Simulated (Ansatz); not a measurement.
Molecule: C₃H₈ClGe, charge -1, multiplicity 1. It need not be the lowest isomer of its formula. Whether it binds its extra electron was not tested at this geometry. 
Geometry from a B3LYP-D3(BJ)/def2-TZVP (Ansatz, a quantum-chemistry and plane-wave program) optimisation:
```
Ge
C 1 1.8374
H 2 1.0896 1 116.17
H 2 1.0896 3 112.35 1 137.17
C 1 1.9819 2 115.52 3 -47.91
H 5 1.0897 1 109.95 2 172.33
H 5 1.0909 6 108.64 1 119.80
H 5 1.0921 6 109.80 7 118.78
C 1 1.9819 2 115.52 3 -176.57
H 9 1.0897 1 109.95 2 -172.33
H 9 1.0909 10 108.64 1 -119.80
H 9 1.0921 10 109.80 11 -118.78
Cl 1 2.4565 2 123.36 3 67.76
```
Charge -1, spin multiplicity 1.

Basis-set convergence of Hartree-Fock and MP2 correlation energies (hartree) with Ansatz. Cores are frozen in the correlated levels unless marked. No spin-orbit coupling. Frozen are the shells of the preceding noble gas and the d and f shells that filled before the atom's block. Non-relativistic.

```
basis        functions        E(HF)  E(corr, MP2)
-----------  ---------  -----------  ------------
def2-SVPD          189  -2652.67778      -0.72233
def2-TZVPPD        352  -2653.21869      -0.86574
def2-QZVPPD        627  -2653.27740      -0.92406
```

Extrapolating the two largest sets (X = 3 and 4) as X^-3: E(corr) = (64·(-0.92406) - 27·(-0.86574))/37 = -0.9666 Eh, an estimate of the basis-set limit. The largest set recovers 95.6 % of it, the smallest 74.7 %.
